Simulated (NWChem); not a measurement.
# C₃H₅NO; SMILES C(/C=O)=N/C

```xyz
10

C      0.6353    -1.8976    -0.0815
N     -0.6247    -1.1901    -0.2240
C     -0.7258     0.0750    -0.1050
C      0.3291     1.0989     0.1887
O      0.0447     2.2778     0.2665
H      0.8102    -2.4576    -1.0078
H      1.5251    -1.2949     0.1379
H      0.5115    -2.6432     0.7128
H     -1.7174     0.5213    -0.2290
H      1.3718     0.7575     0.3330
```
Atoms are numbered in this order, from 1.

Computed with NWChem. Pople sets run with spherical d functions. All runs use the structure optimised with B3LYP/6-31G* (spherical d). B3LYP is NWChem's, with the RPA form of VWN correlation. Atomic charges in e: unrestrained fits to the electrostatic potential beside Mulliken populations; buried atoms are poorly determined by the fit.

For level Hartree-Fock/6-31G*:

```
Property     Value
-----------  -----
Mulliken C1  -0.33
Mulliken N2  -0.41
Mulliken C4   0.29
Mulliken O5  -0.49
```

Problem. Estimate the same quantities for level B3LYP/def2-SVP.

Solution. The Mulliken C1 is 0.09 and the Mulliken N2 comes out as -0.14. The Mulliken C4 is 0.15 and the Mulliken O5 is -0.19.
